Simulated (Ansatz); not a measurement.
```yaml
crystal:
  periodic: [false, false, false]
  atoms:
    - {symbol: Ag, position_ang: [-0.245317, 0.639592, -1.192371]}
    - {symbol: Br, position_ang: [2.014403, 0.941483, 0.089025]}
    - {symbol: Ag, position_ang: [0.245148, -0.639195, 1.192716]}
    - {symbol: Br, position_ang: [-2.014245, -0.941880, -0.089380]}
basis:
  gaussian: {orbitals: def2-SVP, final_grid: {core_spheres: 20, valence_spheres: 16, degree: 47}}
hamiltonian: {xc: {name: HSE06}}
scf: {lower_state_search: light}
output: {forces: true}
```

```sh
$ ansatz run in.yaml --threads 4 --pin off --events-out ev --progress --plain --max-ram 3916MiB
```

Shortened log:

```
Functional definition: HSE06
1262 factors; integrals over basis functions are off by at most 4.1e-4 eV
78 factors; integrals over basis functions are off by at most 8.6e-6 eV
mean field evaluation 1: about -148058.8420 eV, gradient 3.1e1 eV
mean field evaluation 2: about -148056.4492 eV, gradient 4.9e1 eV
mean field evaluation 4: about -148060.9691 eV, gradient 1.9e0 eV
mean field evaluation 8: about -148061.0834 eV, gradient 1.7e-1 eV
mean field evaluation 16: about -148061.0835 eV, gradient 1.0e-5 eV
mean field -148061.08345085 eV, -5441.1444574117 hartree, gradient 1.0e-5 eV, S^2 0.000000; 0 other end points of the search recorded, 0 dependent functions left out
reference -148061.08349987 eV, -5441.1444592131 hartree; 54, 54 occupied and 72, 72 virtual orbitals, 1262 factors
Total energy: -148061.08349987 eV, -5441.1444592131 hartree
Atom 0 at    -0.245317     0.639592    -1.192371 Å, force    -0.040414     0.095763    -0.181878 eV/Å
Atom 1 at     2.014403     0.941483     0.089025 Å, force     0.017627     0.007244     0.002748 eV/Å
Atom 2 at     0.245148    -0.639195     1.192716 Å, force     0.040104    -0.096114     0.181375 eV/Å
Atom 3 at    -2.014245    -0.941880    -0.089380 Å, force    -0.017317    -0.006893    -0.002245 eV/Å
Dipole moment:    -0.000073     0.000258     0.000292 e Å
```

Run time 5.5 s (4 threads of Arm Neoverse V2 on a shared host).

In the def2 sets Ag takes a core potential; there is no spin–orbit coupling. HSE06 is defined as in plane-wave codes, on full-range PBE exchange.
